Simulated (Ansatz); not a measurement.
A nudged elastic band was laid between two geometries of F3Ge + FH (6 atoms, charge 0, multiplicity 2).

All numbers below come from Ansatz, UKS PBE0-D4/def2-SVP.

```yaml
movable_images: 5
climbing_image: yes
spring: 0.1 eV/Å²
optimiser: quadratic models (default)
start_path: through a guess of the saddle point
force_threshold: 0.05 eV/Å
iteration_limit: 60
end_points: relaxed
```

Initial state:

```xyz
6
Properties=species:S:1:pos:R:3
Ge -0.529 -0.324 0.031
H 0.807 0.245 2.106
F 1.180 -0.421 0.442
F -0.760 1.321 -0.438
F -0.644 -1.248 -1.430
F -0.052 0.426 2.430
```

Final state:

```xyz
6
Properties=species:S:1:pos:R:3
Ge 0.485 -0.460 0.096
H -0.529 0.866 2.002
F 1.446 -0.456 -1.346
F 0.063 1.236 0.307
F -1.004 -1.217 -0.336
F -0.459 0.031 2.420
```

(1) What changes between the two ends?

(2) Give the energies along the band, and the barrier.

(3) What is the geometry of the highest image?

The band took 43 iterations and roughly 14 core-minutes.

Results:

(1) No bond is made or broken.  The two ends are copies of one structure, up to a mirror image or an exchange of like atoms.

(2) The run converged. The highest image is number 3 of 0 to 6, 1.9 kcal/mol above the ends, which have the same energy within 2 meV. The profile has 2 maxima (images 3, 5) with wells between them (image 4): this band takes more than one step, which may be the mechanism or a detour left from its start path. Another band between the same ends (5 images) ends at a top of the same energy, where a vibrational analysis finds 1 clearly imaginary mode.

| image | path coordinate (Å) | energy (kcal/mol) |
| --- | --- | --- |
| 0 | 0.00 | 0.0 |
| 1 | 0.38 | 0.7 |
| 2 | 0.74 | 1.6 |
| 3 | 0.97 | 1.9 |
| 4 | 1.97 | 0.0 |
| 5 | 2.99 | 1.0 |
| 6 | 4.01 | 0.0 |

(3) 
```xyz
6
Properties=species:S:1:pos:R:3
Ge -0.326 -0.548 -0.024
H 0.439 0.855 2.282
F 1.393 -0.392 0.141
F -0.871 1.099 -0.019
F -0.572 -1.097 -1.652
F -0.061 0.084 2.413
```

The run took 4 min on 4 threads of Intel(R) Xeon(R) Platinum 8559C (Emerald Rapids), with other jobs on the host, peak memory 0.32 GiB.
